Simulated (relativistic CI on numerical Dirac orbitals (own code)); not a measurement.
**What each ingredient does to the levels of I29+**

Base calculation: Dirac-Coulomb-Breit CI, orbitals from a KLI potential per configuration, model QED (radiative potential, 1s self-energy scaled to tabulated hydrogen-like ionisation energies), unscaled Slater integrals.

Configuration list (outside the closed core [Ne]): 3s²3p⁶3d⁶, 3s²3p⁵3d⁷, 3s²3p⁴3d⁸, 3s3p⁶3d⁷, 3p⁶3d⁸, 3s3p⁵3d⁸, 3s²3p⁶3d⁵4s, 3s²3p⁶3d⁵4p, 3s²3p⁶3d⁵4d, 3s²3p⁴3d⁷4s, 3s²3p⁴3d⁷4p, 3s²3p⁵3d⁶4s, 3s²3p⁶3d⁵4f, 3s²3p⁴3d⁷4d, 3s²3p⁵3d⁶4p, 3s3p⁵3d⁷4s, 3s²3p⁶3d⁴4s², 3s²3p⁵3d⁶4d, 3s3p⁶3d⁶4s, 3s²3p⁶3d⁵5s, 3p⁶3d⁷4s, 3s²3p⁶3d⁵5p, 3p⁶3d⁷4d, 3s²3p⁶3d⁵6s. Levels of other configurations are missing.

Variants: (1) Breit term removed; (2) QED terms removed. Shifts of the energy above 3s²3p⁶3d⁶ ⁵D4, in cm⁻¹, for the lowest level and the first level of each name with at least 55 % of one term (blank where a level changes its place among those of its configuration and J or its character, or is not in the variant):

| Level | Base | Δ(1) | Δ(2) |
| --- | --- | --- | --- |
| 3s²3p⁶3d⁶ ⁵D4 | 0 | 0 | 0 |
| 3s²3p⁶3d⁶ ⁵D3 | 72323 | +1745 | -277 |
| 3s²3p⁶3d⁶ ⁵D1 | 92830 | +471 | -285 |
| 3s²3p⁶3d⁶ ³H6 | 146562 | +6353 | -237 |
| 3s²3p⁶3d⁶ ³D1 | 228050 | +686 | -318 |
| 3s²3p⁶3d⁶ ³D2 | 228926 | +2241 | -333 |
| 3s²3p⁶3d⁶ ³P0 | 251237 | -203 | -160 |
| 3s²3p⁶3d⁶ ³D3 | 253721 | +2872 | -401 |
| 3s²3p⁶3d⁶ ¹I6 | 274345 | +9704 | -527 |
| 3s²3p⁶3d⁶ ³P1 | 306326 | +4363 | -617 |
| 3s²3p⁶3d⁶ ¹G4 | 319694 | +6908 | -539 |
| 3s²3p⁵3d⁷ ⁵G°6 | 1698804 | +9824 | +888 |
| 3s²3p⁵3d⁷ ³D°3 | 1763523 | +6482 | +930 |
| 3s²3p⁵3d⁷ ⁵G°5 | 1812893 | +10949 | +622 |
| 3s²3p⁵3d⁷ ³H°6 | 1869023 | +12504 | +658 |
| 3s²3p⁵3d⁷ ³P°1 | 1902991 | +8211 | +646 |
| 3s²3p⁵3d⁷ ³H°5 | 1946495 | +12449 | +589 |
| 3s²3p⁵3d⁷ ³I°7 | 1947329 | +14989 | +642 |

At this charge energies of transitions that change n are usually good to better than 1 %, and those within a shell (Δn = 0) to a few per cent. Terms inside the open d or f shell come out 10 to 20 % too wide with unscaled integrals.

Ionisation energy from the two ground configurations alone: base 1720.52 eV; Breit term removed 1721.09 eV. The NIST ASD value (theoretical) is 1720 eV.

LS names give the leading component of a level, which can be under half, so a name can repeat, a term be missing and a line seem to break the LS rules.
